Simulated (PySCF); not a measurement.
## Calculated NMR data

A single conformation, non-relativistic, no solvent model, fast rotation and ring inversion assumed for equivalent nuclei. Geometry from GFN2-xTB; PBE0/pcSseg-1 with gauge-including orbitals; PySCF 2.14.

Scale: TMS for 1H (σref 31.72), 13C (σref 186.93) (reference shieldings calculated alike). Splittings of carbon signals by F and P are missing where no couplings were computed. Where no couplings were computed, multiplicities follow the n + 1 count of equivalent neighbours, and m marks all less simple cases (inequivalent or close neighbours, rings, F or P nearby). Shifts are as computed. Against solution values, carbons near 30 ppm lie about +3 ppm off and those near 130 ppm about +5 ppm. Of 1211 compounds with measured shifts, 218 miss one by over three times the rms of a fit or turn the order of signals round; such compounds aren't used in these exercises.

Compound 1 (C6H12O). 1H NMR (500 MHz, computed): δ 4.16 (m, 2H), 3.43 (m, 2H), 1.29 (m, 2H), 1.25 (m, 1H), 1.12 (m, 2H), 0.99 (d, 3H). 13C{1H} NMR (computed): δ 71.9, 38.7, 34.3, 25.3. Structure: SMILES CC1CCOCC1.

Compound 2 (C6H6F3OP). 1H NMR (500 MHz, computed): δ 7.72 (m, 1H), 7.26 (m, 1H), 6.84 (m, 1H), 1.91 (m, 3H). 13C{1H} NMR (computed): δ 152.1, 150.8, 141.2, 125.7, 119.3, 6.9. Structure: `CP(c1ccco1)C(F)(F)F`.
